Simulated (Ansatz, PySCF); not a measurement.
Reaction 2 R1 + R2 → P1 + P2, each structure at its B3LYP-D3(BJ)/def2-TZVP stationary point, reached from a drawn start (curvature not checked).
R1, H2 (SMILES [H][H]) (charge 0, multiplicity 1):
```xyz
2

H      0.00000     0.00000     0.37199
H      0.00000     0.00000    -0.37199
```
P1: H2O (SMILES O), charge 0, multiplicity 1.
P2: SiH4 (SMILES [SiH4]), charge 0, multiplicity 1.
R2, H2OSi (SMILES O=[SiH2]) (charge 0, multiplicity 1):
```tsv
atom	x (Å)	y (Å)	z (Å)
Si	0.0000	0.0000	0.0346
O	0.0000	0.0000	1.5541
H	1.1752	0.3526	-0.7944
H	-1.1752	-0.3526	-0.7944
```

P less R. No zero-point or thermal terms.

Correlated levels freeze the cores. CBS(a, b) extrapolates the correlation energy as X⁻³ and adds the Hartree–Fock energy of set b.

Programs: Ansatz (an electronic-structure program) with Gaussian orbitals; PySCF for M06-2X and the D3/D4 terms. No computed number here is a measurement.

```
level                                  reaction energy (eV)
-------------------------------------  --------------------
PBE/def2-TZVPP                                       -1.415
PBE-D3(BJ)/def2-TZVPP                                -1.422
BLYP/def2-TZVPP                                      -1.139
revPBE/def2-TZVPP                                    -1.286
B3LYP-D3(BJ)/def2-TZVPP                              -1.424
M06-2X/def2-TZVPP                                    -1.477
CAM-B3LYP-D3(BJ)/def2-TZVPP                             ___
MP2/cc-pV(D+d)Z                                         ___
CCSD(T)/CBS(cc-pV(T+d)Z, cc-pV(Q+d)Z)                   ___
```

Task: Fill in the missing entries.

Result: 
- CAM-B3LYP-D3(BJ)/def2-TZVPP, reaction energy (eV): -1.561
- MP2/cc-pV(D+d)Z, reaction energy (eV): -1.463
- CCSD(T)/CBS(cc-pV(T+d)Z, cc-pV(Q+d)Z), reaction energy (eV): -1.478
